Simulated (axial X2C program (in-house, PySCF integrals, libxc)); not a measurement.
## CsB: bond constants with and without spin–orbit coupling

Calculated with an in-house relativistic program for diatomic molecules. Spin-free means the one-electron spin-free X2C Hamiltonian; two-component (2c) means X2C with spin–orbit coupling and atomic mean-field two-electron Coulomb and Gaunt terms, so the difference of the two also holds small scalar two-electron terms. Basis: Cs dyall-cv3z [15s15p9d4f1g], B dyall-v3z [7s6p2d1f] (cores contracted in-house); Gaussian nuclei, density fitting, unrestricted open shells. Masses: Cs 132.905 u, B 11.009 u.

The run was started with this input:
```json
{
 "zs": [
  55,
  5
 ],
 "q": 0,
 "bas": [
  "dyall-cv3z",
  "dyall-v3z"
 ],
 "levels": [
  "PBE0",
  "HF",
  "LDA",
  "B97-3",
  "TPSS"
 ],
 "cc": true,
 "r0": 3.17,
 "thr": -2.0,
 "nmax": 140
}
```
```bash
python so2c.py task.json out
```

Keys: zs atomic numbers; q charge; bas basis sets; levels methods; cc coupled cluster on or off; r0 starting distance in Å; thr threshold in hartree for freezing inner shells (an s shell follows its p shell); nmax most natural virtual spinors. HF also brings MP2.

State, spin-free: M_S = 1, Λ = 1 (beyond evenly filled blocks: σα, π+α); electrons by block: σα: 14, σβ: 13, π+α: 7, π+β: 6, π-α: 6, π-β: 6, δ+α: 2, δ+β: 2, δ-α: 2, δ-β: 2. Fragments: Cs + B.

State, 2c: Ω = 2 (⟨Sz⟩ = 1.00, ⟨Lz⟩ = 1.00 at PBE0); electrons by block: 1/2: 20, -1/2: 19, 3/2: 9, -3/2: 8, 5/2: 2, -5/2: 2. Fragments: Cs + B.

```tsv
Hamiltonian	level	Re (Å)	ωe (cm⁻¹)	ωexe (cm⁻¹)	αe (cm⁻¹)	De (eV)	D0 (eV)	μ (D)
spin-free	PBE0	3.061	241.7	1.67	0.00154	1.04	1.03	-8.59
spin-free	HF	3.187	240.7	1.36	0.00125	0.373	0.358	-11.29
spin-free	MP2	3.075	252.6	1.49	0.00134	0.773	0.758	n/a
spin-free	CCSD	3.104	243.2	1.55	0.00139	0.703	0.688	n/a
spin-free	CCSD(T)	3.096	242.6	1.58	0.00141	0.756	0.741	n/a
spin-free	LDA	3.007	244.9	1.71	0.00162	1.37	1.35	-6.97
spin-free	B97-3	3.075	241.1	1.48	0.00141	1.02	1.00	-9.25
spin-free	TPSS	3.079	239.1	1.63	0.00153	1.05	1.03	-8.08
2c	PBE0	3.062	241.5	1.67	0.00154	1.04	1.02	-8.58
2c	HF	3.188	240.5	1.36	0.00125	0.371	0.356	-11.28
2c	CCSD	3.105	242.9	1.55	0.0014	0.699	0.684	n/a
2c	CCSD(T)	3.097	242.3	1.58	0.00142	0.752	0.737	n/a
2c	LDA	3.008	244.7	1.71	0.00162	1.36	1.35	-6.96
2c	B97-3	3.076	240.9	1.48	0.00141	1.01	0.998	-9.23
2c	TPSS	3.080	239.0	1.63	0.00153	1.05	1.03	-8.07
```

Correlated methods: 12 electrons correlated (number of frozen shells: Cs 4 s, 3 p, 2 d; B 1 s), 274 virtual spin orbitals or spinors in MP2, 129 natural virtuals in coupled cluster.

Dipoles are positive if B is the positive end.

De is counted from the lowest determinant-based energies of the atoms at the same level, without counterpoise correction. Density functionals use the spin component along the axis (collinear). Coupled cluster ran in a truncated set of natural virtual spinors; the MP2 energy of the rest was added. (T) has no such correction and the atoms are truncated less, which lowers De at CCSD(T) by a hundredth of an eV or more. In 2c an atomic determinant is not the ground J level, so De misses part of the atomic spin–orbit lowering. This holds for PBE0, LDA, B97-3, TPSS. Without a current term, density functionals place determinants with orbital angular momentum somewhat too high. The state is one determinant with fixed occupations, lowest in a PBE0 search at one distance only: followed along the bond, the 2c determinant Ω = 1 reaches 0.07 eV lower at PBE0, so the state shown is not the lowest. With several unpaired electrons one determinant need not be a pure state. A state of lower Ω lies just above, and one determinant can place such states too high, so the state shown need not be the lowest. The search has Ω = 1 only 0.07 eV up. Open-shell Ω = 0 determinants with evenly filled partner blocks cannot be reached by this program, so the Ω shown need not be the lowest component. At some level and bond length an empty orbital lies below a filled one. Some points did not converge and are left out. The stretched end of a curve changes character and is left out.

No reliable constants came from MP2 (2c): no minimum in range, unconverged points, a curve that is not smooth, a change of character along it, or the two Hamiltonians disagreeing along it.

Rough cost a point (2c) on 2 thread(s) of a shared host, integrals apart: PBE0 0.9 s, HF 0.7 s, CCSD(T) 25 s, LDA 0.4 s, B97-3 1 s, TPSS 1 s.

The whole task took 8.5 min on 2 threads of Intel(R) Xeon(R) Platinum 8488C (Sapphire Rapids) (shared host).
